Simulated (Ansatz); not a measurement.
Calculated with Ansatz (gas phase, PBE0-D4/def2-TZVP geometries, no zero-point term in ΔE). CBS: MP2 limit from def2 TZ/QZ plus the TZ coupled-cluster correction, frozen cores. DFT in def2-TZVPP. B3LYP here is the variant with VWN-RPA as its local correlation; programs differ in this. Elements past krypton have def2 core potentials. For Ge, Te outer-core shells are correlated without core-valence functions, which leaves a few kJ/mol of doubt a bond. Scalar relativity is left out up to krypton. One conformer a species, not always the lowest.

`C#[C][GeH]([NH2])[SH]` + `[CH3][GeH2][TeH]` → `[NH2][GeH]([SH])[TeH]` + `C#[C][GeH2][CH3]`  (redistribution)

```csv
level,ΔE (kJ/mol),difference from CCSD(T)/CBS
PBE-D4,-6.0,-3.2
r2SCAN-D4,-4.3,-1.5
ωB97M-V,-2.4,0.4
PBE,-5.4,-2.6
PBE0,-3.4,-0.6
B3LYP,-4.0,-1.2
MP2/def2-TZVPP,-2.5,0.3
SCS-MP2/def2-TZVPP,-2.0,0.8
CCSD(T)/def2-TZVPP,-1.9,0.9
HF/def2-QZVPP,0.5,3.3
CCSD(T)/CBS,-2.8,0
```

Largest T1 diagnostic among the species: 0.012.
